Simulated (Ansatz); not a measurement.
Geometry optimisation, Ansatz, RKS PBE/def2-SVP.

Input file:

```yaml
crystal:
  periodic: [false, false, false]
  atoms:
    - { symbol: Si, position_ang: [0.23886, -0.604018, -0.389305] }
    - { symbol: Si, position_ang: [-0.450744, 0.059296, 2.914294] }
    - { symbol: H, position_ang: [-1.56836, 1.064831, 2.854728] }
    - { symbol: H, position_ang: [-0.444879, -0.440146, 4.342094] }
    - { symbol: H, position_ang: [0.864741, 0.724792, 2.654858] }
    - { symbol: H, position_ang: [1.39928, -0.13491, -1.223414] }
    - { symbol: "N", position_ang: [-0.563959, 0.87392, 0.051786] }
    - { symbol: H, position_ang: [-1.507988, 0.898011, 0.433583] }
    - { symbol: H, position_ang: [-0.075356, 1.76715, 0.12912] }
    - { symbol: "N", position_ang: [-1.039375, -1.577229, -1.056834] }
    - { symbol: H, position_ang: [-0.809169, -2.535181, -1.325528] }
    - { symbol: H, position_ang: [-1.670275, -1.149343, -1.739543] }
    - { symbol: "N", position_ang: [1.047361, -1.718231, 0.76376] }
    - { symbol: H, position_ang: [0.43419, -2.355206, 1.277767] }
    - { symbol: Si, position_ang: [2.747497, -1.818743, 1.170484] }
    - { symbol: H, position_ang: [3.269597, -3.226913, 1.029492] }
    - { symbol: H, position_ang: [3.495894, -0.912996, 0.234893] }
    - { symbol: H, position_ang: [3.031674, -1.375053, 2.586162] }
    - { symbol: H, position_ang: [-0.728589, -1.097332, 2.048004] }
basis:
  gaussian: { orbitals: def2-SVP }
hamiltonian:
  xc: pbe
relax:
  f_tol: 0.03
  max_steps: 50
```

Run as:

```bash
$ ansatz run input.yaml --threads 4 --pin off --max-ram 5120MiB --backend cpu --events-out ev --progress --plain --runs-dir out
```

Task: Where does it end, and by what steps?

Result: The run converged. The force dipped under the threshold on the way, but the program's further checks kept it going. After 17 steps the energy has fallen by 0.393 eV; H4 moved furthest, 1.12 Å.

```
step  energy less start (eV)  largest force component (eV/Å)  accepted
   0                  0.0000                           0.810       yes
   1                 -0.1997                           0.325       yes
   2                 -0.2960                           0.309       yes
   3                 -0.3452                           0.310       yes
   4                 -0.3656                           0.206       yes
   5                 -0.3725                           0.196       yes
   6                 -0.3786                           0.225       yes
   7                 -0.3836                           0.160       yes
   8                 -0.3865                           0.113       yes
   9                 -0.3882                           0.071       yes
  10                 -0.3877                           0.053        no
  11                 -0.3890                           0.011       yes
  12                 -0.3895                           0.024       yes
  13                 -0.3903                           0.037       yes
  14                 -0.3908                           0.027       yes
  15                 -0.3915                           0.061       yes
  16                 -0.3920                           0.041       yes
  17                 -0.3934                           0.020       yes
```

```xyz
19
Properties=species:S:1:pos:R:3
Si 0.263 -0.667 -0.623
Si -0.390 0.405 3.521
H -1.550 1.260 3.085
H -0.313 0.446 5.023
H 0.889 0.946 2.950
H 1.430 0.088 -1.202
N -0.777 0.574 0.013
H -1.691 0.362 0.418
H -0.402 1.458 0.359
N -0.790 -1.615 -1.631
H -0.430 -2.479 -2.041
H -1.413 -1.133 -2.283
N 1.008 -1.849 0.446
H 0.351 -2.539 0.829
Si 2.642 -1.934 1.068
H 3.232 -3.312 0.888
H 3.477 -0.939 0.311
H 2.740 -1.614 2.543
H -0.605 -1.014 3.081
```

Whether the end is a true minimum wasn't checked by a vibrational analysis.

Run time: 42 s on 4 threads of Intel(R) Xeon(R) Platinum 8259CL CPU @ 2.50GHz (Skylake/Cascade Lake) (shared host), peak memory 0.26 GiB.
